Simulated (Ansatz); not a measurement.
Te(CCH)2 (C₄H₂Te). The state is a singlet with charge 0. Geometry PBE-D4/def2-SVP; atoms count from 1.

| atom | x (Å) | y (Å) | z (Å) |
| --- | --- | --- | --- |
| Te1 | 1.0174 | 0.3798 | -1.4037 |
| C2 | -0.7736 | -0.6033 | -1.2515 |
| C3 | -1.8446 | -1.2042 | -1.2581 |
| H4 | -2.7888 | -1.7319 | -1.2449 |
| C5 | 1.2520 | 0.7819 | 0.5914 |
| C6 | 1.4776 | 1.0673 | 1.7643 |
| H7 | 1.6600 | 1.3104 | 2.8026 |

In the def2 sets Te takes a core potential; there is no spin–orbit coupling.

Estimate the Mulliken populations from the PBE0/def2-TZVP orbitals of Ansatz.


```
atom  charge (e)
 Te1        0.49
  C2       -0.19
  C3       -0.24
  H4        0.19
  C5       -0.19
  C6       -0.24
  H7        0.19
```
Mulliken values depend strongly on the basis.

And the Mayer bond orders between heavy atoms (over 0.3)?

Te1–C2 1.04 (2.05 Å); Te1–C5 1.04 (2.05 Å); C2–C3 2.74 (1.23 Å); C5–C6 2.74 (1.23 Å).
